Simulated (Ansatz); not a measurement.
Ideal-gas functions of `[O]=[V]([OH])([OH])[OH]` at 400 K and 1 bar, from an Ansatz frequency run at PBE0-D4/def2-TZVP.

Molar mass 117.96 g/mol, point group C3v (symmetry number 3), electronic degeneracy 1, moments of inertia 130.365, 130.366, 150.461 u Å². Harmonic wavenumbers (cm⁻¹, unscaled): 238, 238, 256, 256, 262, 305, 383, 383, 649, 649, 670, 742, 815, 815, 1143, 3892, 3892, 3898.

Use S(trans) = R[1.5 ln M + 2.5 ln T − 1.1517]; rotational temperatures θ = 24.2544 K / I; S(rot) = R[ln(√π/σ · √(T³/θAθBθC)) + 1.5]; for each mode x = 1.438777 ν̃/T, S = R[x/(eˣ − 1) − ln(1 − e⁻ˣ)] and H = RT x/(eˣ − 1); 1 cm⁻¹ = 0.0119627 kJ/mol; R = 8.31446 J/(mol·K).

Question: By hand: the entropy, in J/(mol·K).

Answer: Translation 174.5. Rotation: θ = 0.186, 0.186, 0.1612 K, giving 104.4. Vibration, mode by mode: 9.86, 9.86, 9.29, 9.29, 9.11, 7.95, 6.28, 6.28, 2.93, 2.93, 2.76, 2.25, 1.83, 1.83, 0.71, 0.00, 0.00, 0.00, in all 83.1. Electronic 0.0. Sum 362.0 J/(mol·K).

Question: By hand: H − E and G − E in kJ/mol, counted from the electronic energy.

Answer: Zero-point energy ½ × 19486 × 0.0119627 = 116.6; thermal vibration 19.6; translation, rotation and pV give 4 RT = 13.3. H − E = 149.5 kJ/mol, and G − E = 149.5 − 400 × 362.0/1000 = 4.7 kJ/mol.

Vibration gives 23 % of the entropy. The sum counts one conformer and one mirror image; others add a mixing term.
